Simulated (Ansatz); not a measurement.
K3Na⁺: single points at one geometry.

```yaml
crystal:
  periodic: [false, false, false]
  atoms:
    - {symbol: Na, position_ang: [0.186244, -0.230552, -1.227480]}
    - {symbol: K, position_ang: [-0.128343, 0.395596, 2.438304]}
    - {symbol: K, position_ang: [0.980385, 3.792445, -0.390123]}
    - {symbol: K, position_ang: [-1.038295, -3.957489, -0.820691]}
basis:
  gaussian: {orbitals: def2-TZVP, initial_orbitals: start.molden}
total_charge: 1
magnetization: {spin_polarized: true, initial_magnetization: 1}
hamiltonian: {xc: {name: wB97M-V}}
scf: {omitted_lower_state_checks: [starts]}
output: {orbitals: {seedname: orbitals}}
```

The file start.molden holds the orbitals of an earlier run on this structure, at another level or in another basis.

```sh
$ ansatz run in.yaml --threads 2 --pin off --events-out ev --progress --plain --max-ram 4352MiB
```

Shortened log:

```
Functional definition: wB97M-V
1259 factors; integrals over basis functions are off by at most 3.5e-4 eV
429 factors; integrals over basis functions are off by at most 4.1e-5 eV
mean field evaluation 1: about -53383.7799 eV, gradient 4.4e0 eV
mean field evaluation 2: about -53383.8621 eV, gradient 1.6e-1 eV
mean field evaluation 4: about -53383.8700 eV, gradient 3.3e-3 eV
mean field evaluation 8: about -53383.8700 eV, gradient 4.0e-5 eV
mean field -53383.86995605 eV, -1961.8210359982 hartree, gradient 1.8e-5 eV, S^2 0.759428; 0 other end points of the search recorded, 0 dependent functions left out
reference -53383.87001963 eV, -1961.8210383347 hartree; 34, 33 occupied and 97, 98 virtual orbitals, 1259 factors
Total energy: -53383.87001963 eV, -1961.8210383347 hartree
Checks for a lower state left out: starts
```

It took 34 s on 2 threads of Arm Neoverse V2 on a shared host, peak host memory 0.95 GiB.

Geometry: PBE0/def2-TZVP.

The structure comes from a short search, and lower isomers may exist.
